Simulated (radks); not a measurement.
Results of a calculation; reference values are marked as such.
Problem. The rubidium ion Rb12+ is in [Ar] 3d(3/2: 4, 5/2: 3). Code: a radial shooting solver on a logarithmic mesh with Libxc functionals. Model: Dirac Kohn-Sham, PBE, spin-unpolarised, spherical densities, finite nucleus; Fermi nuclear charge, rms radius of each element as measured or else 0.836 A^(1/3) + 0.57 fm. Sub-shells are occupied by j as written (lower j first in brackets). One electron is removed from 3d5/2, 3p3/2, 3d3/2, 3p1/2 in turn, with full relaxation. Which removal costs least, and what does each cost?

Solution. 3d5/2 404.07 eV; 3d3/2 406.04 eV; 3p3/2 520.26 eV; 3p1/2 530.71 eV. The 3d5/2 electron leaves first.
